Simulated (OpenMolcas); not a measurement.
Consider [Cu2(μ-OH)2(H2O)4]2+, a planar model complex in vacuum (2 bridging OH, bridge angle 92°, metal-metal distance 2.81 Å, Cu–OH 1.96 Å; typed geometry, not optimised).

```xyz
18

Cu    -1.4063     0.0000     0.0000
Cu     1.4063     0.0000     0.0000
O      0.0000     1.3581     0.0000
H      0.0000     2.3181     0.0000
O      0.0000    -1.3581     0.0000
H      0.0000    -2.3181     0.0000
O     -2.7922     1.3859     0.0000
H     -3.2050     1.7987     0.7747
H     -3.2050     1.7987    -0.7747
O     -2.7922    -1.3859     0.0000
H     -3.2050    -1.7987     0.7747
H     -3.2050    -1.7987    -0.7747
O      2.7922     1.3859     0.0000
H      3.2050     1.7987     0.7747
H      3.2050     1.7987    -0.7747
O      2.7922    -1.3859     0.0000
H      3.2050    -1.7987     0.7747
H      3.2050    -1.7987    -0.7747
```

Problem. Give the energies of the total-spin states at CASSCF(2,2) on the singly occupied d orbitals (ANO-RCC-VDZP on Cu, O and ANO-RCC-VDZ on H, scalar-relativistic DKH2, RICD, no spin-orbit coupling, OpenMolcas), and the exchange constant.

Solution. Local spins 1/2 and 1/2.

```tsv
total S	E (cm⁻¹)	natural occupations, lowest and highest
1	0.0	1.000, 1.000
0	28.3	0.988, 1.012
```

J = 14.2 cm⁻¹ (ferromagnetic).

J is defined by H = −2J S1·S2, so negative values are antiferromagnetic. Wave-function values come from the highest and lowest total spin; broken-symmetry values use Yamaguchi's formula with the computed ⟨S²⟩. The active space holds the singly occupied metal orbitals alone, without bridging-ligand orbitals. No row is a measured value.
